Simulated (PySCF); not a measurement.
F₅V, singlet, at a GFN2-xTB geometry of the parent state (such geometries of metal compounds can be far from the true shape) (the multiplicity is a formal guess); DF-B3LYP/aug-cc-pVDZ (PySCF).

PySCF was given this input:
```python
from pyscf import gto, scf, dft

mol = gto.Mole()
mol.atom = '''
    V    -0.044001    0.016631    0.057167
    F     1.150695   -0.707214    1.225068
    F    -1.273355    0.753575   -1.065708
    F     0.308927    1.530622    0.649151
    F     1.021446   -0.386073   -1.327064
    F    -1.095265   -1.233412    0.372460
'''
mol.basis = 'aug-cc-pvdz'
mol.charge = 0
mol.spin = 0
mol.verbose = 4
mol.build()

mf = dft.RKS(mol)
mf.xc = 'b3lyp'
mf = mf.density_fit(auxbasis='def2-universal-jkfit')
mf.kernel()
```

What does PySCF print? Leave out banner, timings and long lists.


```
PySCF version 2.14.0

[INPUT] verbose = 4
[INPUT] num. atoms = 6
[INPUT] num. electrons = 68
[INPUT] charge = 0
[INPUT] spin (= nelec alpha-beta = 2S) = 0
[INPUT] symmetry False subgroup None
[INPUT] Mole.unit = angstrom
[INPUT] Symbol           X                Y                Z      unit          X                Y                Z       unit  Magmom
[INPUT]  1 V     -0.044001000000   0.016631000000   0.057167000000 AA   -0.083149839207   0.031428035178   0.108029973363 Bohr   0.0
[INPUT]  2 F      1.150695000000  -0.707214000000   1.225068000000 AA    2.174498402906  -1.336440771458   2.315043003969 Bohr   0.0
[INPUT]  3 F     -1.273355000000   0.753575000000  -1.065708000000 AA   -2.406292209346   1.424050364319  -2.013896248758 Bohr   0.0
[INPUT]  4 F      0.308927000000   1.530622000000   0.649151000000 AA    0.583787422484   2.892456380234   1.226717603488 Bohr   0.0
[INPUT]  5 F      1.021446000000  -0.386073000000  -1.327064000000 AA    1.930253191032  -0.729572234089  -2.507787509770 Bohr   0.0
[INPUT]  6 F     -1.095265000000  -1.233412000000   0.372460000000 AA   -2.069750883822  -2.330810878752   0.703847392356 Bohr   0.0

nuclear repulsion = 471.817852579099
number of shells = 51
number of NR pGTOs = 313
number of NR cGTOs = 174
basis = aug-cc-pvdz
ecp = {}

******** <class 'pyscf.df.df_jk.DFRKS'> ********
method = DFRKS
initial guess = minao
damping factor = 0
level_shift factor = 0
DIIS = <class 'pyscf.scf.diis.CDIIS'>
diis_start_cycle = 1
diis_space = 8
diis_damp = 0
SCF conv_tol = 1e-09
SCF conv_tol_grad = None
SCF max_cycles = 50
direct_scf = False
XC library pyscf.dft.libxc version 7.1.2
    S. Lehtola, C. Steigemann, M. J. T. Oliveira, and M. A. L. Marques,  SoftwareX 7, 1–5 (2018)
XC functionals = b3lyp
    P. J. Stephens, F. J. Devlin, C. F. Chabalowski, and M. J. Frisch,  J. Phys. Chem. 98, 11623 (1994)
radial grids:
    Treutler-Ahlrichs [JCP 102, 346 (1995); DOI:10.1063/1.469408] (M4) radial grids

becke partition: Becke, JCP 88, 2547 (1988); DOI:10.1063/1.454033
pruning grids: <function nwchem_prune>
grids dens level: 3
symmetrized grids: False
atomic radii adjust function: <function treutler_atomic_radii_adjust>
small_rho_cutoff = 0
Set gradient conv threshold to 3.16228e-05
Initial guess from minao.
tot grids = 92216
******** <class 'pyscf.df.df.DF'> ********
auxbasis = def2-universal-jkfit
init E= -1443.37341877632
  HOMO = -0.531947693096705  LUMO = -0.254703008096715  gap/eV = 7.54421
cycle= 1 E= -1442.95748794124  delta_E= 0.416  |g|= 1.71  |ddm|= 13.5
  HOMO = -0.341951504745782  LUMO = -0.324949721392554  gap/eV = 0.46264
cycle= 2 E= -1416.95183541789  delta_E=   26  |g|= 11.4  |ddm|=  118
  HOMO = -0.358204776832076  LUMO = -0.301578765697371  gap/eV = 1.54087
cycle= 3 E= -1440.34391151607  delta_E= -23.4  |g|=    5  |ddm|= 99.2
  HOMO = -0.340963187309689  LUMO = -0.237035227825097  gap/eV = 2.82802
cycle= 4 E= -1442.97788218191  delta_E= -2.63  |g|= 1.84  |ddm|= 9.35
  HOMO = -0.406499211884988  LUMO = -0.261613037763522  gap/eV = 3.94255
cycle= 5 E= -1443.42711971716  delta_E= -0.449  |g|= 0.731  |ddm|=  2.5
  HOMO = -0.427802402308915  LUMO = -0.257077556631724  gap/eV = 4.64566
cycle= 6 E= -1443.49421023452  delta_E= -0.0671  |g|= 0.279  |ddm|= 0.786
  HOMO = -0.428293035828116  LUMO = -0.246101242936445  gap/eV = 4.95769
cycle= 7 E= -1443.50383573069  delta_E= -0.00963  |g|= 0.132  |ddm|= 1.19
  HOMO = -0.431068180330884  LUMO = -0.240928942087875  gap/eV = 5.17395
cycle= 8 E= -1443.50677958581  delta_E= -0.00294  |g|= 0.0167  |ddm|= 0.654
  HOMO = -0.433238941010123  LUMO = -0.244116315496352  gap/eV = 5.14629
cycle= 9 E= -1443.5068164092  delta_E= -3.68e-05  |g|= 0.00697  |ddm|= 0.29
  HOMO = -0.43325299763092  LUMO = -0.243577719396374  gap/eV = 5.16133
cycle= 10 E= -1443.50682425434  delta_E= -7.85e-06  |g|= 0.00158  |ddm|= 0.0545
  HOMO = -0.433235038308457  LUMO = -0.243658899733975  gap/eV = 5.15863
cycle= 11 E= -1443.50682464489  delta_E= -3.91e-07  |g|= 0.000506  |ddm|= 0.00518
  HOMO = -0.433230851449471  LUMO = -0.243669670636732  gap/eV = 5.15822
cycle= 12 E= -1443.50682468805  delta_E= -4.32e-08  |g|= 0.000146  |ddm|= 0.000977
  HOMO = -0.433227439866279  LUMO = -0.243673512704628  gap/eV = 5.15803
cycle= 13 E= -1443.50682469189  delta_E= -3.84e-09  |g|= 2.14e-05  |ddm|= 0.000976
  HOMO = -0.433228032324629  LUMO = -0.24367281797068  gap/eV = 5.15806
cycle= 14 E= -1443.50682469202  delta_E= -1.23e-10  |g|= 1.27e-05  |ddm|= 8.69e-05
  HOMO = -0.433226487700156  LUMO = -0.243674466404608  gap/eV = 5.15797
Extra cycle  E= -1443.50682469177  delta_E= 2.46e-10  |g|= 4.06e-05  |ddm|= 0.000227
converged SCF energy = -1443.50682469177
```
